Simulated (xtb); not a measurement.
BrHg (SMILES [Br][Hg+]), charge +1, singlet, at a GFN2-xTB geometry (such geometries of metal compounds can be far from the true shape); GFN2-xTB with ALPB(thf) (xtb).

Input for xtb:
```
$ xtb mol.xyz --gfn 2 --chrg 1 --alpb thf --json

# file mol.xyz
2

Hg    -0.00000000    -0.00000000    -0.70933199
Br     0.00000000     0.00000000     1.62133027
```

What the program printed (banner, timings and long lists left out):

```
   ID    Z sym.   atoms
    1   80 Hg     1
    2   35 Br     2

           -------------------------------------------------
          |                Calculation Setup                |
           -------------------------------------------------

           -------------------------------------------------
          |                 G F N 2 - x T B                 |
           -------------------------------------------------

      * Solvation model:               ALPB
        Solvent                        thf
        Parameter file                 internal GFN2-xTB/ALPB
        Dielectric constant                7.6000E+00
        Reference state                gsolv [1 M gas/solution]
        Free energy shift                  5.3248E-03 Eh       3.3414E+00 kcal/mol
        Temperature                        2.9815E+02 K
        Density                            8.8300E-01 kg/L
        Solvent mass                       7.2106E+01 g/mol
        Interaction kernel             P16
        Born radius scaling (c1)           1.7311E+00
        Born radii integrator          GBOBC
        Born offset                        0.0000E+00 a0       0.0000E+00 AA
        H-bond correction              true
        Ion screening                  false
        Surface tension                    1.0000E-05 Eh       1.5569E+01 dyn/cm
        Grid points                               230 per atom

          ...................................................
          :                      SETUP                      :
          :.................................................:
          :  # basis functions                  14          :
          :  # atomic orbitals                  13          :
          :  # shells                            5          :
          :  # electrons                         8          :
          :  max. iterations                   250          :
          :  Hamiltonian                  GFN2-xTB          :
          :  restarted?                      false          :
          :  GBSA solvation                   true          :
          :  PC potential                    false          :
          :  electronic temp.          300.0000000     K    :
          :  accuracy                    1.0000000          :
          :  -> integral cutoff          0.2500000E+02      :
          :  -> integral neglect         0.1000000E-07      :
          :  -> SCF convergence          0.1000000E-05 Eh   :
          :  -> wf. convergence          0.1000000E-03 e    :
          :  Broyden damping             0.4000000          :
          :  net charge                          1          :
          :  unpaired electrons                  0          :
          ...................................................

 iter      E             dE          RMSdq      gap      omega  full diag
   1     -4.4398942 -0.443989E+01  0.257E+01    1.99       0.0  T
   2     -4.4523573 -0.124631E-01  0.123E+01    2.22       1.0  T
   3     -4.4519156  0.441702E-03  0.947E+00    1.75       1.0  T
   4     -4.4549667 -0.305111E-02  0.534E+00    1.99       1.0  T
   5     -4.4575180 -0.255133E-02  0.673E-01    1.96       1.0  T
   6     -4.4576197 -0.101705E-03  0.609E-01    1.99       1.0  T
   7     -4.4576503 -0.305897E-04  0.761E-02    1.98       1.0  T
   8     -4.4576511 -0.756471E-06  0.272E-02    1.98       2.6  T
   9     -4.4576511 -0.837377E-08  0.135E-03    1.98      52.6  T
  10     -4.4576511 -0.100631E-10  0.724E-04    1.98      97.6  T
  11     -4.4576511 -0.151861E-10  0.108E-05    1.98    6523.7  T

   *** convergence criteria satisfied after 11 iterations ***

         :::::::::::::::::::::::::::::::::::::::::::::::::::::
         ::                     SUMMARY                     ::
         :::::::::::::::::::::::::::::::::::::::::::::::::::::
         :: total energy              -4.452509533916 Eh    ::
         :: total w/o Gsasa/hb        -4.446120755245 Eh    ::
         :: gradient norm              0.002271986287 Eh/a0 ::
         :: HOMO-LUMO gap              1.980788756861 eV    ::
         ::.................................................::
         :: SCC energy                -4.457651073425 Eh    ::
         :: -> isotropic ES            0.179054375380 Eh    ::
         :: -> anisotropic ES         -0.001155510528 Eh    ::
         :: -> anisotropic XC         -0.002717897573 Eh    ::
         :: -> dispersion             -0.000932825188 Eh    ::
         :: -> Gsolv                  -0.079493478788 Eh    ::
         ::    -> Gelec               -0.073104700117 Eh    ::
         ::    -> Gsasa               -0.011713594115 Eh    ::
         ::    -> Ghb                  0.000000000000 Eh    ::
         ::    -> Gshift               0.005324815444 Eh    ::
         :: repulsion energy           0.005141539509 Eh    ::
         :: add. restraining           0.000000000000 Eh    ::
         :: total charge               1.000000000000 e     ::
         :::::::::::::::::::::::::::::::::::::::::::::::::::::

           -------------------------------------------------
          |                Property Printout                |
           -------------------------------------------------

    * Orbital Energies and Occupations

         #    Occupation            Energy/Eh            Energy/eV
      -------------------------------------------------------------
         1        2.0000           -0.9635124             -26.2185
         2        2.0000           -0.6845715             -18.6281
         3        2.0000           -0.5842576             -15.8985
         4        2.0000           -0.5842576             -15.8985 (HOMO)
         5                         -0.5114649             -13.9177 (LUMO)
         6                         -0.2080117              -5.6603
         7                         -0.2080117              -5.6603
         8                         -0.1093066              -2.9744
         9                         -0.1093066              -2.9744
        10                         -0.1016805              -2.7669
        11                         -0.1016805              -2.7669
        12                         -0.1015147              -2.7624
        13                          0.3786654              10.3040
      -------------------------------------------------------------
                  HL-Gap            0.0727926 Eh            1.9808 eV
             Fermi-level           -0.5478612 Eh          -14.9081 eV

     #   Z          covCN         q      C6AA      α(0)
     1  80 Hg       0.845     0.627   300.241    33.415
     2  35 Br       0.845     0.373   174.857    21.320

 Mol. C6AA /au·bohr⁶  :        929.104404
 Mol. C8AA /au·bohr⁸  :      77364.579622
 Mol. α(0) /au        :         54.734933

Wiberg/Mayer (AO) data.
largest (>0.10) Wiberg bond orders for each atom

 ---------------------------------------------------------------------------
     #   Z sym  total        # sym  WBO       # sym  WBO       # sym  WBO
 ---------------------------------------------------------------------------
     1  80 Hg   1.420 --     2 Br   1.420
     2  35 Br   1.420 --     1 Hg   1.420
 ---------------------------------------------------------------------------

Topologies differ in total number of bonds
Writing topology from bond orders to xtbtopo.mol

molecular dipole:
                 x           y           z       tot (Debye)
 q only:        0.000       0.000       0.303
   full:        0.000       0.000      -0.981       2.495
molecular quadrupole (traceless):
                xx          xy          yy          xz          yz          zz
 q only:       -2.315       0.000      -2.315       0.000       0.000       4.630
  q+dip:       -1.671       0.000      -1.671       0.000       0.000       3.343
   full:       -0.961      -0.000      -0.961       0.000       0.000       1.923

           -------------------------------------------------
          | TOTAL ENERGY               -4.452509533916 Eh   |
          | GRADIENT NORM               0.002271986287 Eh/α |
          | HOMO-LUMO GAP               1.980788756861 eV   |
           -------------------------------------------------

normal termination of xtb
```
